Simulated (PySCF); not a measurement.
Run record: geometry optimisation, `[SiH3][N-][SiH2]P`.

Method: PBE0-D3(BJ)/def2-SVP geometry optimisation, gas phase (PySCF 2.14.0). Start geometry: GFN2-xTB. The input is one job of a driver script: a line of settings, then coordinates in Å.

Input:
```
{"job": {"xc": "PBE0", "basis": "def2-SVP", "d3": "d3bj", "grid": 1, "kind": "geom"}, "charge": -1, "multiplicity": 1}
Si    -1.772430    -0.545669     0.046233
N     -0.731986     0.657065     0.581073
Si     0.797462     1.220065     0.273082
P      2.350369    -0.333910    -0.405881
H     -2.302397    -0.404214    -1.342444
H     -1.287236    -1.956831     0.070442
H     -2.960760    -0.526932     0.935127
H      1.453557     1.766077     1.488140
H      1.010655     2.240096    -0.795141
H      1.924236    -1.271427     0.500857
H      1.523955    -0.841649    -1.377451
```

Output:
```
step   0  E = -978.58734750  max force = 0.028016
step   1  E = -978.59388109  max force = 0.005689
step   2  E = -978.59441659  max force = 0.001656
step   3  E = -978.59448072  max force = 0.000548
step   4  E = -978.59454104  max force = 0.000992
step   5  E = -978.59459684  max force = 0.000956
step   6  E = -978.59463087  max force = 0.000596
step   7  E = -978.59464930  max force = 0.000219
step   8  E = -978.59465661  max force = 0.000278
optimisation converged
```

Energies in Eh; «max force» is the largest Cartesian gradient component in Eh/bohr.

How much energy does the optimisation release, in kJ/mol?

E(step 0) − E(last step) = 0.007309 Eh, which is 19.2 kJ/mol.

Give the first gradient maximum in eV/Å.

With 1 Eh/bohr = 51.422 eV/Å, 1.441 eV/Å.

In short: final energy -978.59466 Eh after 8 steps.

On an Arm Neoverse V1 with one thread, shared host, this took 31 s wall.
Labels such as C1 count atoms from 1, the log's own numbers from 0.
